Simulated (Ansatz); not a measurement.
CH4FNOSi at its PBE0-D4/def2-TZVP geometry, where that method's forces vanish. Charge 0, multiplicity 1. The bonds changed during the relaxation, so this is another structure than the one it started from.

| atom | x (Å) | y (Å) | z (Å) |
| --- | --- | --- | --- |
| N1 | 0.743 | -1.243 | -0.692 |
| C2 | 0.078 | -0.491 | 0.175 |
| O3 | -1.153 | -0.248 | 0.020 |
| Si4 | -1.275 | 1.640 | 0.027 |
| F5 | -1.302 | 1.798 | 1.658 |
| H6 | 0.290 | -1.527 | -1.545 |
| H7 | 1.727 | -1.408 | -0.582 |
| H8 | 0.610 | -0.193 | 1.078 |
| H9 | 0.282 | 1.672 | -0.139 |

Problem. For each bond, give half the difference of the two atoms' forces along it (eV/Å; positive pushes the atoms apart) under PBE-D4, r2SCAN-D4, B3LYP-D4, ωB97M-V in def2-TZVPP. (Best estimate.)

Solution. Computed: 
```csv
bond,length (Å),PBE-D4,r2SCAN-D4,B3LYP-D4,ωB97M-V
N1–C2,1.326,0.30,0.24,0.16,0.04
N1–H6,1.007,0.07,-0.08,-0.05,-0.02
N1–H7,1.004,0.06,-0.07,-0.06,-0.04
C2–O3,1.264,0.85,0.47,0.21,-0.14
C2–H8,1.090,-0.23,-0.25,-0.21,-0.06
O3–Si4,1.893,-0.03,-0.15,0.09,0.33
Si4–F5,1.639,0.47,-0.01,0.20,0.23
Si4–H9,1.565,0.07,-0.06,-0.03,0.05
```

B3LYP here is the variant with VWN-RPA as its local correlation; programs differ in this.
